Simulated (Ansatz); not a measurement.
`B[Si](O)(F)OC` and `B[SiH](O)F` differ in one atom or group.

Ansatz, PBE0-D4/def2-TZVP geometries, multiplicity 1. Each molecule was computed in one conformer, which needn't be the lowest.

```tsv
property	`B[Si](O)(F)OC`
HOMO–LUMO gap (ωB97M-V/def2-TZVPP) / eV	9.98
size of the dipole moment (ωB97M-V/def2-TZVPP) / D	1.66
HOMO energy (PBE/def2-TZVPP) / eV	-6.81
LUMO energy (B3LYP/def2-TZVPP) / eV	-2.76
LUMO energy (ωB97M-V/def2-TZVPP) / eV	-0.56
HOMO–LUMO gap (PBE0/def2-TZVPP) / eV	5.71
```

Task: What does the change do to each property? (An estimate is asked.)

Result: Computed: 
| property | `B[SiH](O)F` | shift |
| --- | --- | --- |
| HOMO–LUMO gap (ωB97M-V/def2-TZVPP) / eV | 9.73 | -0.25 |
| size of the dipole moment (ωB97M-V/def2-TZVPP) / D | 1.86 | 0.20 |
| HOMO energy (PBE/def2-TZVPP) / eV | -6.93 | -0.12 |
| LUMO energy (B3LYP/def2-TZVPP) / eV | -2.95 | -0.19 |
| LUMO energy (ωB97M-V/def2-TZVPP) / eV | -0.75 | -0.19 |
| HOMO–LUMO gap (PBE0/def2-TZVPP) / eV | 5.54 | -0.17 |

Dipoles are sizes alone; their direction can turn.

B3LYP here is the variant with VWN-RPA as its local correlation; programs differ in this.
